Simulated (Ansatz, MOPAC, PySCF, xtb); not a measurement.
Noncovalent pair: HF (SMILES F) (first 2 atoms) with HBr (SMILES Br); geometry from B3LYP-D3(BJ)/def2-TZVP, rigid monomers moved along the line of their centres of mass till F1···H4 is 2.38 Å.
(charge 0, multiplicity 1):
```tsv
atom	x (Å)	y (Å)	z (Å)
F	-0.3622	0.1354	0.3694
H	-0.2203	-0.7743	0.2652
Br	-0.0143	0.9962	4.0406
H	-0.1862	0.8847	2.6254
```

```json
[
 {"level": "GFN-FF", "interaction energy (kJ/mol)": "-8.4", "minus CCSD(T)/CBS(aug-cc-pVTZ, aug-cc-pVQZ)": "0.6", "cost": "-"},
 {"level": "PM3", "interaction energy (kJ/mol)": "-5.1", "minus CCSD(T)/CBS(aug-cc-pVTZ, aug-cc-pVQZ)": "3.8", "cost": "-"},
 {"level": "PM7", "interaction energy (kJ/mol)": "-1.3", "minus CCSD(T)/CBS(aug-cc-pVTZ, aug-cc-pVQZ)": "7.7", "cost": "-"},
 {"level": "GFN1-xTB", "interaction energy (kJ/mol)": "-5.4", "minus CCSD(T)/CBS(aug-cc-pVTZ, aug-cc-pVQZ)": "3.5", "cost": "-"},
 {"level": "HF/STO-3G (no counterpoise)", "interaction energy (kJ/mol)": "-6.3", "minus CCSD(T)/CBS(aug-cc-pVTZ, aug-cc-pVQZ)": "2.7", "cost": "-"},
 {"level": "HF/6-31G*", "interaction energy (kJ/mol)": "-7.4", "minus CCSD(T)/CBS(aug-cc-pVTZ, aug-cc-pVQZ)": "1.6", "cost": "-"},
 {"level": "HF/aug-cc-pVDZ", "interaction energy (kJ/mol)": "-6.5", "minus CCSD(T)/CBS(aug-cc-pVTZ, aug-cc-pVQZ)": "2.4", "cost": "-"},
 {"level": "r2SCAN-D3(BJ)/def2-TZVPPD", "interaction energy (kJ/mol)": "-9.4", "minus CCSD(T)/CBS(aug-cc-pVTZ, aug-cc-pVQZ)": "-0.4", "cost": "×2"},
 {"level": "B3LYP/6-31G*", "interaction energy (kJ/mol)": "-9.6", "minus CCSD(T)/CBS(aug-cc-pVTZ, aug-cc-pVQZ)": "-0.6", "cost": "-"},
 {"level": "B3LYP-D4/def2-TZVPPD", "interaction energy (kJ/mol)": "-8.6", "minus CCSD(T)/CBS(aug-cc-pVTZ, aug-cc-pVQZ)": "0.4", "cost": "×1"},
 {"level": "PBE0-D3(BJ)/def2-TZVPPD", "interaction energy (kJ/mol)": "-9.4", "minus CCSD(T)/CBS(aug-cc-pVTZ, aug-cc-pVQZ)": "-0.4", "cost": "×1"},
 {"level": "PBE0-D4/def2-TZVPPD", "interaction energy (kJ/mol)": "-9.3", "minus CCSD(T)/CBS(aug-cc-pVTZ, aug-cc-pVQZ)": "-0.4", "cost": "×1"},
 {"level": "MP2/6-31G*", "interaction energy (kJ/mol)": "-9.1", "minus CCSD(T)/CBS(aug-cc-pVTZ, aug-cc-pVQZ)": "-0.2", "cost": "-"},
 {"level": "MP2/6-31G* (no counterpoise)", "interaction energy (kJ/mol)": "-15.2", "minus CCSD(T)/CBS(aug-cc-pVTZ, aug-cc-pVQZ)": "-6.3", "cost": "-"},
 {"level": "MP2/aug-cc-pVTZ", "interaction energy (kJ/mol)": "-8.6", "minus CCSD(T)/CBS(aug-cc-pVTZ, aug-cc-pVQZ)": "0.3", "cost": "-"},
 {"level": "MP2/aug-cc-pVQZ", "interaction energy (kJ/mol)": "-8.9", "minus CCSD(T)/CBS(aug-cc-pVTZ, aug-cc-pVQZ)": "0.1", "cost": "-"},
 {"level": "SCS-MP2/aug-cc-pVTZ", "interaction energy (kJ/mol)": "-7.6", "minus CCSD(T)/CBS(aug-cc-pVTZ, aug-cc-pVQZ)": "1.3", "cost": "-"},
 {"level": "CCSD(T)/aug-cc-pVTZ", "interaction energy (kJ/mol)": "-8.4", "minus CCSD(T)/CBS(aug-cc-pVTZ, aug-cc-pVQZ)": "0.5", "cost": "×10"},
 {"level": "CCSD(T)/aug-cc-pVQZ", "interaction energy (kJ/mol)": "-8.7", "minus CCSD(T)/CBS(aug-cc-pVTZ, aug-cc-pVQZ)": "0.2", "cost": "×60*"},
 {"level": "CCSD(T)/CBS(aug-cc-pVTZ, aug-cc-pVQZ)", "interaction energy (kJ/mol)": "-9.0", "minus CCSD(T)/CBS(aug-cc-pVTZ, aug-cc-pVQZ)": "0.0", "cost": "×70*"}
]
```

 The comparison column counts from a level with limits of its own.

The rows run from -15.2 (MP2/6-31G* (no counterpoise)) to -1.3 kJ/mol (PM7). From aug-cc-pVTZ to aug-cc-pVQZ CCSD(T) changes by -0.3.

Monomers are frozen at their geometry in the pair; levels with a basis set take the counterpoise correction. Rows marked so take none.

Frozen-core correlation. Filled d and f shells under p-block atoms count as core. CBS(a, b) extrapolates the correlation energy as X⁻³ and adds the Hartree–Fock energy of set b. Rows in 6-31G*, STO-3G carry no dispersion term and start afresh at each structure (6-31G* with six Cartesian d functions); the Pople sets are all-electron and without relativity. MP2/6-31G* freezes PySCF's default core, which leaves 3d correlated. The state that PM3, PM7 reach isn't checked; PM7 holds dispersion and hydrogen-bond terms.

The values were computed with Ansatz (Gaussian orbitals); MOPAC for PM3, PM7 (differences of heats of formation); PySCF for 6-31G* rows, STO-3G rows, the dispersion terms; xtb for the GFN methods. 

Costs are rough ratios of core time to PBE/def2-TZVPPD (about 3 s over the structures, on one shared machine); a dash marks a level with no comparable run of its own. A star marks coupled-cluster runs past 200 virtual orbitals, where the program's memory plan changes under this machine's limit, so their costs aren't comparable with smaller runs.

Ansatz is an electronic-structure program.
